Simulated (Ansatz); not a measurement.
`F[Si](F)F` radical at its PBE0-D4/def2-TZVP geometry, where that method's forces vanish. Charge 0, multiplicity 2.

| atom | x (Å) | y (Å) | z (Å) |
| --- | --- | --- | --- |
| F1 | -0.0086 | -1.3112 | -0.6929 |
| Si2 | -0.0982 | 0.2285 | -0.3442 |
| F3 | 1.2967 | 0.6747 | 0.2516 |
| F4 | -1.1898 | 0.4080 | 0.7855 |

Q: For each bond, give half the difference of the two atoms' forces along it (eV/Å; positive pushes the atoms apart) under PBE-D4, r2SCAN-D4, B3LYP-D4, ωB97M-V in def2-TZVPP. (Estimate.)

A: Ansatz gave: 
| bond | length (Å) | PBE-D4 | r2SCAN-D4 | B3LYP-D4 | ωB97M-V |
| --- | --- | --- | --- | --- | --- |
| F1–Si2 | 1.581 | 0.51 | 0.06 | 0.18 | 0.16 |
| Si2–F3 | 1.581 | 0.51 | 0.07 | 0.18 | 0.16 |
| Si2–F4 | 1.581 | 0.51 | 0.06 | 0.18 | 0.16 |

B3LYP here is the variant with VWN-RPA as its local correlation; programs differ in this.
